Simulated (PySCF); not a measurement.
Al(Cl)2(NH2) (AlCl2H2N), SMILES [NH2][Al]([Cl])[Cl]. Atoms are numbered in the order given.

```xyz
6

Al     0.0000     0.0000     0.3336
Cl     0.0000     1.8133    -0.7143
Cl     0.0000    -1.8133    -0.7143
N      0.0000     0.0000     2.0878
H      0.0000    -0.8331     2.6678
H      0.0000     0.8331     2.6678
```
Charge 0, spin multiplicity 1.

Geometry: r2SCAN-D4/def2-SVP. One conformer was computed; it need not be the lowest.

Computed with PySCF with PBE0/pcJ-1.

Isotropic couplings with Fermi-contact, spin-dipole and both spin-orbit terms, one fixed conformer, no vibrational averaging. Isotopes: 14N, 1H.

Question: Estimate the spin–spin coupling constants. (Estimate from the structure and the level; the computed values follow.)

Answer: 
| pair | bonds apart | J (Hz) |
|---|---|---|
| N4–H5 | 1 | 55.2 |
| N4–H6 | 1 | 55.2 |
| H5–H6 | 2 | -8.9 |
